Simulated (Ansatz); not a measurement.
One change: `C#[C][Al]([Cl])[Cl]` becomes `C[CH2][Al]([Cl])[Cl]`.

Ansatz, PBE0-D4/def2-TZVP geometries, multiplicity 1. Each molecule was computed in one conformer, which needn't be the lowest.

```tsv
property	`C#[C][Al]([Cl])[Cl]`
size of the dipole moment (PBE/def2-TZVPP) / D	1.75
HOMO energy (B3LYP/def2-TZVPP) / eV	-8.40
HOMO–LUMO gap (ωB97M-V/def2-TZVPP) / eV	11.08
LUMO energy (ωB97M-V/def2-TZVPP) / eV	0.14
size of the dipole moment (ωB97M-V/def2-TZVPP) / D	1.82
HOMO–LUMO gap (PBE0/def2-TZVPP) / eV	7.01
```

Problem. What does the change do to each property? (Estimate.)

Solution. The calculation gave: 
```tsv
property	`C[CH2][Al]([Cl])[Cl]`	shift
size of the dipole moment (PBE/def2-TZVPP) / D	2.10	0.35
HOMO energy (B3LYP/def2-TZVPP) / eV	-8.09	0.31
HOMO–LUMO gap (ωB97M-V/def2-TZVPP) / eV	11.28	0.20
LUMO energy (ωB97M-V/def2-TZVPP) / eV	0.79	0.65
size of the dipole moment (ωB97M-V/def2-TZVPP) / D	2.09	0.27
HOMO–LUMO gap (PBE0/def2-TZVPP) / eV	7.44	0.43
```

With PBE0 the HOMO rises by 0.37 eV and the LUMO rises by 0.80 eV, so the gap widens by about 0.43 eV. PBE moves the HOMO by 0.39 eV and ωB97M-V by 0.43 eV. The zero-point energy changes by 120.2 kJ/mol with +12 modes. Dipoles are sizes alone; their direction can turn.

B3LYP here is the variant with VWN-RPA as its local correlation; programs differ in this.
